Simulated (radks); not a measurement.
Excited configurations of Al2+: one electron is placed in a higher orbital outside [Ne]. The ground configuration is [Ne] 3s1. Method: non-relativistic Kohn-Sham, PBE, spin-polarised, spherical densities, point nucleus; open shells are filled with parallel spins first; computed with a radial shooting solver on a logarithmic mesh with Libxc functionals. Excitation = E - E(ground); binding = E(ion) - E, where the ion is the core of charge +3; n* = 3/sqrt(2 binding) in atomic units, and the quantum defect is n - n*.

outer orbital,excitation (eV),binding (eV),eigenvalue (eV),<r> (bohr)
3p,6.563,22.258,-18.507,2.524
3d,14.421,14.400,-11.543,3.261
4s,15.312,13.510,-11.632,4.671
4d,20.328,8.493,-7.111,6.397
4f,20.961,7.861,-6.422,5.876
5d,23.306,5.516,-4.735,10.48
6s,23.719,5.103,-4.475,12.42
6p,24.235,4.587,-4.012,13.53
6d,24.965,3.856,-3.355,15.51
6f,25.155,3.667,-3.167,15.32
7p,25.531,3.290,-2.898,19.07

The Delta-SCF ionisation energy is 28.822 eV (NIST Atomic Spectra Database: 28.448 eV, measured). Self-interaction in the functional shifts the binding energies and quantum defects, so they are the method's values and not measured ones.
